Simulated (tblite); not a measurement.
CH₃AlF₂, singlet, at a GFN2-xTB geometry (such geometries of metal compounds can be far from the true shape); GFN1-xTB (tblite).

The tblite input:
```
$ tblite run mol.xyz --method gfn1 --charge 0 --spin 0 --etemp 2000 --json tblite.json --no-restart

# file mol.xyz
7

Al     0.05180306     0.04011766     0.00222470
C     -1.50805595    -1.16573156    -0.06233932
H     -1.30669362    -2.03874718    -0.68318980
H     -2.37664668    -0.64890162    -0.46820696
H     -1.76055472    -1.53755322     0.93063349
F      0.01100760     1.60162551    -0.52911869
F      1.52441362    -0.41295198     0.59199405
```

The log (banner, timings and long lists left out):

```
xTB calculator
 | screened Coulomb repulsion
 | Coulomb electrostatics
 |  * isotropic Klopman-Ohno-Mataga-Nishimoto electrostatics
 |  * onsite third-order electrostatics
 | DFT-D3(BJ) dispersion correction

halogen bonding energy    0.0000000000000E+00 Eh
repulsion energy          7.3568955009614E-02 Eh
dispersion energy        -1.3292895613029E-03 Eh
number of electrons       2.4000000000000E+01 e
integral cutoff           4.0000000000000E+01 bohr

------------------------------------------------------------
  cycle        total energy    energy error   density error
------------------------------------------------------------
      1     -15.30686026646  -1.5379100E+01   5.6495997E-01
      2     -15.42158440591  -1.1472414E-01   3.2252275E-01
      3     -15.41250879766   9.0756082E-03   1.0076022E-01
      4     -15.42182383732  -9.3150397E-03   9.8694240E-02
      5     -15.43088682496  -9.0629876E-03   1.3604701E-02
      6     -15.43112292441  -2.3609946E-04   9.2401416E-03
      7     -15.43129001525  -1.6709083E-04   7.9322569E-04
      8     -15.43129102310  -1.0078585E-06   2.6283732E-04
      9     -15.43129115277  -1.2966743E-07   1.1953828E-05
------------------------------------------------------------

electronic energy        -1.5503530818220E+01 Eh
total energy             -1.5431291152772E+01 Eh

Post processing:
 | Mayer-Wiberg bond orders

[Info] JSON dump of results written to 'tblite.json'
```
